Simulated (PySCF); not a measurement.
C₄H₁₂W, SMILES [CH3][W]([CH3])([CH3])[CH3] (connectivity only; charge and spin as stated), neutral, multiplicity 3.

Geometry: PBE0-D3(BJ)/def2-SVP. The spin state was assumed, not searched. The def2 effective core potentials stand for the cores of W; spin–orbit coupling is left out.

Two levels are set side by side: PBE/def2-TZVP (PySCF) and PBE0/def2-TZVP (PySCF). Same geometry, gas phase. Differences are taken from unrounded values.

| quantity | PBE0 | PBE | PBE minus PBE0 |
|---|---|---|---|
| α-spin orbital gap (eV) | 4.88 | 2.61 | -2.27 |
| β-spin orbital gap (eV) | 7.16 | 4.70 | -2.46 |
| mean polarisability (bohr³) | 98.5 | 102.8 | 4.3 |

PBE's more diffuse valence density responds more strongly to a field. Differences between two approximate levels are no errors against the true value.

Rough cost on one machine, each run with all the roots and properties that it gave: PBE0 against PBE within a factor of 2.
